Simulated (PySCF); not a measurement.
Sn(Cl)(SiH3) (ClH3SiSn), SMILES [Sn]([Cl])[SiH3] (connectivity only; charge and spin as stated), neutral, multiplicity 1.

Coordinates come from a PBE0-D3(BJ)/def2-SVP optimisation. The def2 effective core potentials stand for the cores of Sn; spin–orbit coupling is left out.

Calculation: PBE0-D3(BJ)/def2-SVP (PySCF).

Frequencies are harmonic and unscaled.

**Question.** Estimate the vibrational spectrum. (The exact figures need the calculation; the answer reports its results.)

**Answer.** 
```csv
mode,ν (cm⁻¹),IR (km/mol),moving atoms (share of kinetic energy)
1,85,0.1,H 96 %
2,88,2.2,"Cl 44 %, Si 31 %, Sn 13 %, H 12 %"
3,275,17.8,"Si 69 %, Sn 22 %, H 9 %"
4,345,16.8,H 92 %
5,351,47.3,"Cl 77 %, Sn 23 %"
6,437,11.6,"H 87 %, Si 12 %"
7,832,292.4,"H 91 %, Si 9 %"
8,921,40.6,H 97 %
9,933,33.6,H 97 %
10,2191,92.4,H 99 %
11,2207,92.3,H 96 %
12,2212,84.7,H 96 %
```
